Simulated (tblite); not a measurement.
Species: C7H11N (charge +1 and doublet state).
Cartesian coordinates in Å at the GFN2-xTB level; atoms count from 1:
```xyz
19
C7H11N angstrom
C     -2.358   -0.061   -0.161
C     -0.948   -0.105    0.409
C     -0.374    1.250    0.614
C      0.930    1.548    0.484
C      1.938    0.562    0.044
C      1.447   -0.874    0.086
C      0.015   -0.970   -0.406
N     -0.415   -1.648   -1.337
H     -2.744   -1.066   -0.305
H     -3.015    0.472    0.523
H     -2.379    0.454   -1.119
H     -0.980   -0.618    1.384
H     -1.090    2.039    0.800
H      1.270    2.564    0.619
H      2.831    0.653    0.675
H      2.285    0.839   -0.960
H      2.089   -1.527   -0.506
H      1.428   -1.233    1.119
H      0.060   -2.269   -1.971
```

All values are computed: GFN2-xTB (tblite) harmonic vibrations without scaling, gas phase. Against measured fundamentals such values can be off by several per cent, at times by over 20. One conformer, not necessarily the lowest. Open shells enter through the occupations alone, without spin polarisation, and single modes of such species can be off by tens of per cent.

Harmonic wavenumbers (cm⁻¹): 63.4, 131.5, 227.8, 272.9, 285.0, 369.3, 378.8, 420.0, 483.9, 583.7, 682.9, 704.7, 722.8, 771.9, 804.2, 831.8, 866.6, 921.6, 946.7, 957.2, 999.8, 1027.3, 1064.5, 1080.1, 1086.4, 1108.3, 1152.1, 1162.7, 1211.5, 1219.5, 1257.6, 1296.7, 1332.0, 1366.4, 1405.4, 1429.0, 1441.4, 1469.1, 1586.5, 1807.7, 2829.6, 2893.1, 2932.0, 2968.5, 3010.8, 3041.8, 3051.4, 3066.6, 3072.9, 3093.1, 3447.9.

A = 3001, B = 2121, C = 1364 MHz; mass 109.089 u (most abundant isotopes); point group C1, symmetry number 1; spin multiplicity 2.

Q: Zero-point energy?

A: Half the sum of the wavenumbers: 35169 cm⁻¹ = 420.72 kJ/mol.

Q: Entropy at 500 K, 1 bar (ideal gas, RRHO, classical rotation)?

A: Translation 178.12, rotation 123.63, vibration 157.88, spin (R ln 2) 5.76: S = 465.4 J/(mol K).

Q: And Cp and H(500 K) − H(0)?

A: Cp = 225.91 J/(mol K), of which vibrations give 192.65 (their classical limit is 51 R = 424.0); H(500 K) − H(0) = 61.55 kJ/mol without the zero-point energy, 44.92 from vibrations.

Q: What must be added to the electronic energy to get the Gibbs energy at 500 K and 1 bar?

A: ZPE + [H(500 K) − H(0)] − T·S = 420.72 + 61.55 − 232.70 = 249.57 kJ/mol.

Q: Blend soft modes into free rotors: weight 1/[1 + (100 cm⁻¹/ν̃)⁴] for the oscillator and the rest for a rotor with moment μB/(μ + B), μ = h/(8π²ν), B = 10⁻⁴⁴ kg m². What vibrational entropy results?

A: 151.38 J/(mol K) in place of 157.88, which changes −T·S at 500 K by +3.25 kJ/mol.

Q: How do the functions run with temperature in this model?

A: 
```json
{"T (K)": "150", "S (J/(mol K))": "298.7", "Cp (J/(mol K))": "77.9", "H − H(0) (kJ/mol)": "7.84", "G − H(0) (kJ/mol)": "-36.97", "ln q(vib)": "1.47"}
{"T (K)": "250", "S (J/(mol K))": "348.0", "Cp (J/(mol K))": "119.9", "H − H(0) (kJ/mol)": "17.66", "G − H(0) (kJ/mol)": "-69.34", "ln q(vib)": "3.15"}
{"T (K)": "298.15", "S (J/(mol K))": "371.0", "Cp (J/(mol K))": "142.2", "H − H(0) (kJ/mol)": "23.97", "G − H(0) (kJ/mol)": "-86.65", "ln q(vib)": "4.04"}
{"T (K)": "400", "S (J/(mol K))": "419.3", "Cp (J/(mol K))": "187.7", "H − H(0) (kJ/mol)": "40.81", "G − H(0) (kJ/mol)": "-126.90", "ln q(vib)": "6.06"}
{"T (K)": "600", "S (J/(mol K))": "509.4", "Cp (J/(mol K))": "257.1", "H − H(0) (kJ/mol)": "85.75", "G − H(0) (kJ/mol)": "-219.91", "ln q(vib)": "10.37"}
{"T (K)": "900", "S (J/(mol K))": "627.2", "Cp (J/(mol K))": "322.3", "H − H(0) (kJ/mol)": "173.51", "G − H(0) (kJ/mol)": "-390.93", "ln q(vib)": "16.91"}
```

q(vib) and H(0) count from the zero-point level.

Hindered rotation and anharmonicity are outside this model. Other conformers, if any are populated, would add a mixing term that is left out. The structure is chiral; the term R ln 2 for an equal mix with its mirror image is left out.

Time: 0.67 s of wall time. Hardware: an Arm Neoverse V1 with one thread, on a shared host. The figure is for the frequency step alone.
